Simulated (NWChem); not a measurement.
C3H3NOSi; SMILES O1C=C([SiH2]1)C#N

```xyz
9

N      0.1408    -3.0104     0.0000
C      0.0113    -1.8553     0.0000
C     -0.1047    -0.4553     0.0000
C     -1.2028     0.3534     0.0000
O     -0.8444     1.6552     0.0000
Si     0.8340     1.1450     0.0000
H     -2.2737     0.1154     0.0000
H      1.5389     1.5831    -1.2303
H      1.5389     1.5831     1.2303
```
Atoms are numbered in this order, from 1.

Level: PBE0/def2-SVP (NWChem), optimised geometry, unscaled harmonic frequencies. 

| frequency (cm⁻¹) | IR intensity (km/mol) |
|---|---|
| 165 | 6.3 |
| 170 | 1.6 |
| 308 | 10.0 |
| 485 | 3.7 |
| 532 | 0.1 |
| 566 | 15.4 |
| 613 | 0.4 |
| 659 | 23.6 |
| 678 | 103.5 |
| 729 | 29.4 |
| 776 | 18.0 |
| 963 | 171.3 |
| 969 | 10.3 |
| 1178 | 160.8 |
| 1210 | 71.2 |
| 1316 | 58.8 |
| 1644 | 127.8 |
| 2284 | 83.8 |
| 2301 | 86.0 |
| 2381 | 77.7 |
| 3201 | 3.3 |

The zero-point energy is 33.0 kcal/mol and the thermal correction to the enthalpy at 298.15 K (with zero-point energy) is 37.3 kcal/mol. The heat capacity Cv comes out as 20.6 cal/(mol K) and the entropy at 298.15 K and 1 atm (symmetry number 1) is 76.6 cal/(mol K). The dipole moment is 3.87 D.

Rigid rotor and harmonic oscillator.
